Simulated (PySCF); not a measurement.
Magnetisability: `C#C[C@@H](C#[N+][AlH2-][CH3])CF`, C$_{6}$H$_{9}$AlFN

Cartesian coordinates in Å; atom numbers follow the order of the lines, from 1:
```xyz
18

C    -2.972   -1.564    0.452
C    -2.413   -0.537    0.700
C    -1.705    0.708    0.977
C    -0.309    0.473    0.706
N     0.788    0.263    0.452
Al    2.125   -1.218    0.199
C     3.705   -0.493   -0.778
C    -2.258    1.856    0.110
F    -1.729    3.045    0.524
H    -3.473   -2.464    0.251
H    -1.818    0.975    2.037
H     1.076   -2.118   -0.557
H     2.163   -1.503    1.742
H     3.623    0.558   -1.081
H     4.624   -0.563   -0.182
H     3.902   -1.057   -1.700
H    -3.345    1.922    0.226
H    -1.993    1.722   -0.944
```

Theory: GIAO BHandHLYP/pcSseg-1 magnetisability, rotational g tensor and spin-rotation constants, non-relativistic, gas phase in PySCF. Geometry: GFN2-xTB.

Problem. What are the magnetisability and the molar susceptibility?

Solution. Isotropic -1487 × 10⁻³⁰ J/T², or -89.6 × 10⁻⁶ cm³/mol; principal values -1556, -1532, -1374 × 10⁻³⁰ J/T², anisotropy 171 × 10⁻³⁰ J/T² (root of half the summed squared differences of the principal values). The susceptibility is in cgs units.

Problem. Split it along the inertial axes a, b, c into diamagnetic and paramagnetic parts about the centre of mass, with the quadrupole moment.

Solution. 
```csv
axis,χ (10⁻⁶ cm³/mol),diamagnetic (10⁻⁶ cm³/mol),paramagnetic (10⁻⁶ cm³/mol),summed x² of all electrons (Å²),quadrupole Θ (D Å)
a,-92.5,-737.0,644.5,451.4,-4.93
b,-92.6,-2047.1,1954.5,142.6,+3.48
c,-83.6,-2520.4,2436.8,31.1,+1.45
```
Anisotropies 2χaa − χbb − χcc = -8.7 and 2χbb − χaa − χcc = -9.2 × 10⁻⁶ cm³/mol. Θ is traceless in Buckingham's convention.

Problem. And the rotational g tensor?

Solution. 
```csv
axis,rotational constant (GHz),g,nuclear part,electronic part
a,1.8990,-0.0165,0.5585,-0.5750
b,0.6157,-0.0067,0.5586,-0.5653
c,0.4870,-0.0071,0.5504,-0.5575
```
Asymmetric top; isotopes 27Al, 12C, 19F, 1H, 14N; no vibrational averaging.
